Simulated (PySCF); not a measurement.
**Radial density of Os (osmium, neutral)**

UHF, [Xe] 4f14 5d5 6s2 7s1, 7s spin antiparallel (an excited configuration). All numbers are calculated (PySCF 2.14, the spin-free X2C one-electron Hamiltonian (Gaussian nucleus), in x2c-TZVPPall with one added diffuse shell each of s, p, d, f type (12s8p8d4f1g, 113 functions)).

```json
{"r (bohr)": "0.0137", "4πr²ρ (e/bohr)": "104.9", "4πr²(ρα − ρβ)": "-0.0024"}
{"r (bohr)": "0.0230", "4πr²ρ (e/bohr)": "91.80", "4πr²(ρα − ρβ)": "-0.0038"}
{"r (bohr)": "0.0387", "4πr²ρ (e/bohr)": "121.8", "4πr²(ρα − ρβ)": "0.0171"}
{"r (bohr)": "0.0651", "4πr²ρ (e/bohr)": "134.2", "4πr²(ρα − ρβ)": "0.1599"}
{"r (bohr)": "0.109", "4πr²ρ (e/bohr)": "111.0", "4πr²(ρα − ρβ)": "0.3403"}
{"r (bohr)": "0.184", "4πr²ρ (e/bohr)": "116.6", "4πr²(ρα − ρβ)": "-0.0158"}
{"r (bohr)": "0.310", "4πr²ρ (e/bohr)": "70.00", "4πr²(ρα − ρβ)": "0.4357"}
{"r (bohr)": "0.521", "4πr²ρ (e/bohr)": "63.75", "4πr²(ρα − ρβ)": "0.0748"}
{"r (bohr)": "0.876", "4πr²ρ (e/bohr)": "20.86", "4πr²(ρα − ρβ)": "1.5173"}
{"r (bohr)": "1.47", "4πr²ρ (e/bohr)": "8.557", "4πr²(ρα − ρβ)": "3.6831"}
{"r (bohr)": "2.48", "4πr²ρ (e/bohr)": "2.055", "4πr²(ρα − ρβ)": "0.9876"}
{"r (bohr)": "4.17", "4πr²ρ (e/bohr)": "0.3333", "4πr²(ρα − ρβ)": "0.0118"}
{"r (bohr)": "7.02", "4πr²ρ (e/bohr)": "0.1430", "4πr²(ρα − ρβ)": "-0.1417"}
{"r (bohr)": "11.8", "4πr²ρ (e/bohr)": "0.07140", "4πr²(ρα − ρβ)": "-0.0713"}
{"r (bohr)": "19.8", "4πr²ρ (e/bohr)": "0.0004100", "4πr²(ρα − ρβ)": "-0.0004"}
```

Densities and radii are taken from the X2C orbitals without a picture-change correction, which distorts them close to the nucleus.

Spin-orbit coupling, which splits the p, d and f shells strongly at this Z, is absent. The outer electron is Rydberg-like, and this basis confines it to a smaller radius and binds it less than a complete one would. With the s spin flipped the determinant is a mixture of two multiplicities, not a spectroscopic state.
